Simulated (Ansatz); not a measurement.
Ansatz (a quantum-chemistry and plane-wave program) input:

Ansatz 0.2 input:
```yaml
crystal:
  periodic: [false, false, false]
  atoms:
    - {symbol: Y, position_ang: [0.45759954, -0.40946173, -0.86999929]}
    - {symbol: Br, position_ang: [-1.85866802, -1.21693465, -0.02386136]}
    - {symbol: Br, position_ang: [-0.16743322, 2.09984858, -0.66176377]}
    - {symbol: Br, position_ang: [1.52563554, -0.50021610, 1.49249392]}
basis:
  gaussian:
    orbitals: def2-TZVP
hamiltonian:
  xc: b3lyp
  dispersion: d3bj
relax: {f_tol: 0.002, max_steps: 150}
```

Q: What final total energy does it print?

A: -7761.16597 Eh (B3LYP-D3(BJ)/def2-TZVP). The basis has 184 functions. The run takes about 2.5 core-minutes (a rough figure).
